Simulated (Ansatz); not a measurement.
`[CH3][GeH2][Cl]` + H–F → `[CH3][GeH2][F]` + HCl  (ligand exchange at a Ge–Cl bond)

Isolated molecules relaxed with PBE0-D4/def2-TZVP in Ansatz; ΔE leaves out vibrations. CCSD(T)/CBS is the MP2 limit (def2-TZVPP, def2-QZVPP) plus CCSD(T) − MP2 in def2-TZVPP, frozen cores. This one scheme is used for every species. For Ge outer-core shells are correlated without core-valence functions, which leaves a few kJ/mol of doubt a bond. Scalar relativity is left out up to krypton.

```
          species  CCSD(T)/CBS(def2) energy (Eh)
`[CH3][GeH2][Cl]`                    -2576.99593
              H–F                     -100.39570
 `[CH3][GeH2][F]`                    -2217.00316
              HCl                     -460.38127
```

Problem. Work out ΔE.

Solution. ΔE = (-2217.00316) + (-460.38127) − (-2576.99593) − (-100.39570) = 0.00720 Eh = +18.9 kJ/mol.

Largest T1 diagnostic among the species: 0.011.

At CCSD(T), def2-SVP lies −16.9 kJ/mol from the extrapolated value and def2-TZVPP −3.8 kJ/mol. From r2SCAN to r2SCAN0 (25 % exact exchange), in def2-TZVPP and without D4, ΔE moves by +4.7 kJ/mol.
